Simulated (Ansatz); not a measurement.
Input file for Ansatz (a quantum-chemistry and plane-wave program): U-CCSD(T)/cc-pV(D+d)Z on AlFH2 (SMILES [F][AlH2]), a point of a bond scan (R = 4.239 Å). Files ending in .json are basis or fitting sets from the Basis Set Exchange.

Ansatz 0.2 input:
```yaml
crystal:
  periodic: [false, false, false]
  atoms:
    - {symbol: Al, position_ang: [-0.24669394, -0.47884971, 0.15840895]}
    - {symbol: H, position_ang: [1.69037062, -2.72887076, 3.18349721]}
    - {symbol: H, position_ang: [-1.58943775, -0.85928261, -0.56046382]}
    - {symbol: F, position_ang: [0.48063574, 0.93294664, -0.30862939]}
basis:
  gaussian:
    orbitals: cc-pV_D+d_Z.json
correlation: {method: ccsd_t, electrons: outside_noble_gas}
scf: {omitted_lower_state_checks: [cluster_reference]}
magnetization: {spin_polarized: true, initial_magnetization: 0}
```

The head of its log:

```
WARN ansatz: RAYON_NUM_THREADS=1 ignored (pool sized by the plan → 1); use --threads N
Functional definition: HF
these checks for a lower state are left out or cut short: cluster_reference
integrals: 0.02 GiB planned
463 factors; integrals over basis functions are off by at most 8.5e-4 eV
mean field: 0.10 GiB planned
mean field evaluation 1: about -9311.8863 eV, gradient 2.2e1 eV
mean field evaluation 2: about -9311.8991 eV, gradient 2.2e1 eV
mean field evaluation 4: about -9315.5752 eV, gradient 4.7e0 eV
mean field evaluation 8: about -9315.9598 eV, gradient 1.2e-3 eV
mean field evaluation 16: about -9318.6736 eV, gradient 3.7e0 eV
mean field evaluation 32: about -9319.2880 eV, gradient 1.2e-1 eV
mean field evaluation 64: about -9316.2728 eV, gradient 2.1e1 eV
mean field -9319.28853469 eV, -342.4775368091 hartree, gradient 6.4e-6 eV, S^2 0.998733; 6 other end points of the search recorded, 0 dependent functions left out
6 core orbitals not correlated
reference -9319.28853469 eV, -342.4775368091 hartree; 6, 6 occupied and 35, 35 virtual orbitals, 463 factors
```

Problem. Give the final energy of this run.

Solution. -342.7304 hartree (reference determinant -342.4775, T1 diagnostic 0.017). Its determinant has ⟨S²⟩ = 1.00, a mixture of spin states.
